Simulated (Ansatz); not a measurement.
The cluster Au₅Se₂⁺, 7 atoms. Hardware: 4 threads of Arm Neoverse V2 on a shared host.

In the def2 sets Au takes a core potential; there is no spin–orbit coupling. Correlated methods freeze 18 core orbitals; core or outer-core shells of Au, Se are correlated, in sets that lack core-valence functions.

Task: How many basis functions does each of these Ansatz runs have, and roughly what does it cost? LDA (SPW92)/def2-TZVP, charge 1 singlet, energy, from earlier orbitals; PBE0-D4/def2-TZVP, charge 1 singlet, energy, from earlier orbitals; r2SCAN-D4/def2-TZVP, charge 1 singlet, energy, from earlier orbitals; PBE-D4/def2-SVP, charge 1 singlet, energy, from earlier orbitals; PBE-D4/def2-TZVP, charge 1 singlet, energy and forces, from earlier orbitals; HSE06-D4/def2-TZVP, charge 1 singlet, energy, from earlier orbitals; PBE0-D4/def2-SVP, charge 1 singlet, energy, from earlier orbitals; PBE0-D4/def2-SVP, charge 1 singlet, relaxation, 24 steps; r2SCAN0-D4/def2-TZVP, charge 1 singlet, energy, from earlier orbitals; MP2/def2-TZVP, charge 1 singlet, energy, from earlier orbitals; RPA@PBE/def2-TZVP, charge 1 singlet, energy, from earlier orbitals; PBE0-D4/def2-SVP, charge 1 singlet, energy with a search over starts.

Result: Other jobs shared the machine, so times can vary by a factor of up to 3. A dash marks memory too small to be measured apart from the calling script's.

```tsv
run	functions	fitting or Cholesky vectors	wall time	peak host memory (GiB)
LDA (SPW92)/def2-TZVP, charge 1 singlet, energy, from earlier orbitals	296	2564	4.9 s	0.69
PBE-D4/def2-SVP, charge 1 singlet, energy, from earlier orbitals	224	2292	6 s	–
PBE0-D4/def2-SVP, charge 1 singlet, energy, from earlier orbitals	224	2244	12 s	0.96
PBE-D4/def2-TZVP, charge 1 singlet, energy and forces, from earlier orbitals	296	2564	13 s	0.7
PBE0-D4/def2-SVP, charge 1 singlet, energy with a search over starts	224	2244	18 s	0.96
r2SCAN-D4/def2-TZVP, charge 1 singlet, energy, from earlier orbitals	296	2564	21 s	0.78
HSE06-D4/def2-TZVP, charge 1 singlet, energy, from earlier orbitals	296	2879	24 s	1.9
PBE0-D4/def2-TZVP, charge 1 singlet, energy, from earlier orbitals	296	2879	24 s	1.8
MP2/def2-TZVP, charge 1 singlet, energy, from earlier orbitals	296	2524	26 s	1.4
r2SCAN0-D4/def2-TZVP, charge 1 singlet, energy, from earlier orbitals	296	2879	33 s	1.9
RPA@PBE/def2-TZVP, charge 1 singlet, energy, from earlier orbitals	296	2524	37 s	1.4
PBE0-D4/def2-SVP, charge 1 singlet, relaxation, 24 steps	224	2476	4.7 min	0.99
```
